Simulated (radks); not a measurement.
Charge is removed step by step from the 1s down level of neutral oxygen, starting from 1s(up 1, down 1) 2s2 2p4. Method: non-relativistic Kohn-Sham, r2SCAN, spin-polarised, spherical densities, point nucleus; open shells are filled with parallel spins first; meta-GGA in the generalised Kohn-Sham scheme; computed with a radial shooting solver on a logarithmic mesh with Libxc functionals.

removed (e),E - E(0) (eV),eigenvalue (eV),E minus straight line (eV)
0,0.000,-518.45,0.000
0.1,52.149,-524.52,-2.276
0.2,104.90,-530.47,-3.951
0.3,158.24,-536.25,-5.039
0.4,212.14,-541.78,-5.561
0.5,266.58,-546.97,-5.545
0.6,321.52,-551.67,-5.033
0.7,376.89,-555.63,-4.087
0.8,432.61,-558.41,-2.798
0.9,488.51,-559.14,-1.323
1,544.26,-553.94,0.000

Removing the whole electron costs 544.26 eV by Delta-SCF, against 518.45 eV from minus the eigenvalue at the starting occupation. Slater's transition state (half an electron removed) gives 546.97 eV. Integrating minus the eigenvalue over the occupation (Janak's theorem) gives 544.24 eV. The mean slope of the eigenvalue, de/dn, is 35.5 eV per electron.
